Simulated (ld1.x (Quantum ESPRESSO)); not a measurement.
# Te, PAW: configuration errors across variants

| Property | Result |
| --- | --- |
| Element | tellurium (Te) |
| Generator | ld1.x (Quantum ESPRESSO) 7.5 |
| Type | PAW |
| Functional | PBEsol |
| Relativity | scalar-relativistic |
| Frozen core | [Kr] |
| Valence charge | 16 |
| Reference configuration | 4d10 5s2 5p4 |
| Partial waves | 5s (bound): rcut 1.65, rcutus 1.90 bohr; 5s channel at 0.2 Ry: rcut 1.65, rcutus 1.90 bohr; 5p (bound): rcut 1.80, rcutus 2.30 bohr; 5p channel at 0.2 Ry: rcut 1.80, rcutus 2.30 bohr; 4d (bound): rcut 1.00, rcutus 1.15 bohr; 4d channel at -2.7 Ry: rcut 1.00, rcutus 1.15 bohr |
| Local potential | all-electron potential smoothed inside 2.15 bohr (lloc = -1) |
| Core correction | a·sin(br)/r model core, default radius (core density twice the valence density) |
| Augmentation charge | PSQ, radius 1.05 bohr |

All-electron excitation energies from the reference (eV): (1) 4d10 5s2 5p3 9.753; (2) 4d10 5s2 5p2 27.722; (3) 4d10 5s2 5p1 54.678; (4) 4d10 5s1 5p5 9.285; (5) 4d10 5s2 5p3.5 3.907; (6) 4d10 5s2 5p4.3 -1.472; (7) 4d10 5s1 5p4 19.626.

1 further variants failed, have other tests or too few solved ones, and are left out.

A true bound ghost makes a file unfit for plane-wave use even where its test errors are small: the radial tests pick states by their node count and pass the ghost by.

Errors AE − PS in meV (a dash: test not solved or not reliable):

```csv
change,(1),(2),(3),(4),(5),(6),(7),bound ghosts
base,-2.5,-7.8,-17,-0.9,-1.0,+0.4,-3.6,none
local potential all-electron potential smoothed inside 0.86 bohr (lloc = -1),-2.5,-7.8,-17,-0.9,-1.0,+0.4,-3.6,"s, p"
local potential all-electron potential smoothed inside 1.34 bohr (lloc = -1),-2.6,-8.0,-17,-0.8,-1.0,+0.4,-3.5,s
local potential all-electron potential smoothed inside 1.70 bohr (lloc = -1),-2.5,-7.7,-17,-0.8,-1.0,+0.3,-3.5,none
local potential all-electron potential smoothed inside 1.82 bohr (lloc = -1),-2.5,-7.7,-17,-0.9,-1.0,+0.3,-3.5,none
local potential all-electron potential smoothed inside 2.10 bohr (lloc = -1),-2.5,-7.8,-17,-0.9,-1.0,+0.4,-3.6,none
local potential all-electron potential smoothed inside 2.32 bohr (lloc = -1),-2.5,-7.8,-17,-0.9,-1.0,+0.4,-3.6,none
local potential all-electron potential smoothed inside 2.48 bohr (lloc = -1),-2.5,-7.8,-18,-0.9,-1.0,+0.4,-3.6,none
local potential all-electron potential smoothed inside 2.72 bohr (lloc = -1),-2.5,-7.9,-18,-1.0,-1.0,+0.3,-3.8,s
```

(1) Give the same row for: local potential all-electron potential smoothed inside 1.14 bohr (lloc = -1).

## Answers

(1) -2.5, -7.8, -17, -0.9, -1.0, +0.4, -3.5; bound ghosts: s, p.
